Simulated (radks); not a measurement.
Results of a calculation; reference values are marked as such.
Question: These are the eigenvalues of the occupied orbitals of an atom or ion with whole-number occupations (hartree). Level of theory: scalar-relativistic Kohn-Sham, SCAN, spin-polarised, spherical densities, finite nucleus; meta-GGA in the generalised Kohn-Sham scheme; Fermi nuclear charge, rms radius of each element as measured or else 0.836 A^(1/3) + 0.57 fm (a radial shooting solver on a logarithmic mesh with Libxc functionals).

orbital  eigenvalue
1s up     -3018.083
1s down   -3018.042
2s up     -638.6640
2s down   -637.4787
2p up     -571.3076
2p down   -570.3279
3s up     -237.8532
3s down   -236.3975
3p up     -217.9098
3p down   -216.4396
3d up     -198.8390

Which element is it, and in what charge state? The configuration may be excited. Open shells, if any, are filled with parallel spins first.

Answer: Z = 78, platinum, charge +55: Pt55+ in [Ar] 3d5. The list shows which subshells hold electrons but not how many an open one holds; the 1s level, -3018.1 hartree, gives Z - s = 77.7 by -(Z - s)^2/2, which with screening and relativity narrows Z to a few neighbours, and the depths of the outer levels then fix element, charge and occupations together.
